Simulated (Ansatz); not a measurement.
Input for Ansatz (a program for electronic structure): U-B3LYP/def2-TZVPP on CdH3N (SMILES [NH2][CdH]), a point of a bond scan (R = 1.013 Å). Elements past Kr take the def2 small-core potentials; no spin–orbit coupling.

Ansatz 0.2 input:
```yaml
crystal:
  periodic: [false, false, false]
  atoms:
    - {symbol: Cd, position_ang: [-0.19315055, -0.04077904, -0.22746535]}
    - {symbol: H, position_ang: [-1.20927786, -0.23635281, -1.52039316]}
    - {symbol: N, position_ang: [1.16167798, 0.26842501, 1.25041043]}
    - {symbol: H, position_ang: [1.49906634, -0.57553431, 1.69861765]}
    - {symbol: H, position_ang: [0.84969212, 0.89030603, 1.98723929]}
basis:
  gaussian:
    orbitals: def2-TZVPP
hamiltonian:
  xc: {name: B3LYP}
magnetization: {spin_polarized: true, initial_magnetization: 0}
```

Output:

```
WARN ansatz: RAYON_NUM_THREADS=1 ignored (pool sized by the plan → 1); use --threads N
Functional definition: B3LYP
integrals: 0.03 GiB planned
734 factors; their error is unknown
mean field: 0.48 GiB planned
mean field evaluation 1: about -6096.1790 eV, gradient 5.0e1 eV
mean field evaluation 2: about -6040.7537 eV, gradient 9.9e1 eV
mean field evaluation 4: about -6105.7041 eV, gradient 8.2e0 eV
mean field evaluation 8: about -6105.9163 eV, gradient 1.1e-1 eV
mean field evaluation 16: about -6105.9792 eV, gradient 2.5e-4 eV
mean field -6105.97924463 eV, -224.3905984588 hartree, gradient 4.9e-5 eV, S^2 0.000000; 0 other end points of the search recorded, 0 dependent functions left out
reference -6105.97946342 eV, -224.3906064990 hartree; 15, 15 occupied and 114, 114 virtual orbitals, 734 factors
Total energy: -6105.97946342 eV, -224.3906064990 hartree
```

Self-consistency was reached.

Cost: around 5 core-seconds (rough).
